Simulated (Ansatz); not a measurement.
```xyz
31

C     1.042    2.589    2.255
C     0.595    2.363    0.851
C     1.434    2.064   -0.251
C     0.638    1.945   -1.405
C    -0.709    2.143   -1.026
C    -0.724    2.412    0.360
Hf   -0.002   -0.015    0.055
O    -1.611   -0.322    1.194
O     1.463   -0.388    1.357
C    -0.414   -0.924   -2.267
C     0.887   -1.334   -1.894
C     0.752   -2.277   -0.852
C    -0.615   -2.444   -0.559
C    -1.211   -3.345    0.468
C    -1.332   -1.592   -1.436
H     0.191    2.625    2.938
H     1.578    3.538    2.343
H     1.708    1.786    2.578
H     2.504    1.922   -0.198
H     0.994    1.730   -2.402
H    -1.569    2.113   -1.678
H    -1.607    2.609    0.951
H    -1.862    0.268    1.904
H     1.653   -1.266    1.685
H    -0.660   -0.216   -3.044
H     1.815   -1.001   -2.336
H     1.568   -2.780   -0.351
H    -1.727   -4.185   -0.006
H    -1.932   -2.800    1.082
H    -0.443   -3.756    1.125
H    -2.404   -1.463   -1.439
```

Charge 0, multiplicity 1. Hf takes the def2 core potential.

Problem. List the PBE0/def2-TZVPP orbital energies in eV (Ansatz). (Estimate.)

Solution. Computed: Occupied: -521.40, -521.40, -278.48, -278.48, -278.41, -278.41, -278.33, -278.33, -278.30, -278.30, -278.20, -278.20, -277.86, -277.86, -67.37, -35.81, -35.75, -35.74, -26.06, -25.89, -24.89, -24.69, -21.16, -21.12, -19.98, -19.95, -18.66, -18.48, -15.49, -15.45, -15.08, -15.04, -14.23, -14.03, -12.95, -12.67, -11.94, -11.77, -11.70, -11.64, -11.14, -11.11, -10.99, -10.96, -10.93, -10.47, -10.47, -10.32, -9.90, -9.89, -8.90, -8.85, -8.79, -8.16, -7.28, -6.88, -6.79, -6.34. Lowest empty: -0.09, 0.19, 0.45, 0.83, 1.19, 1.26, 1.38, 1.81.
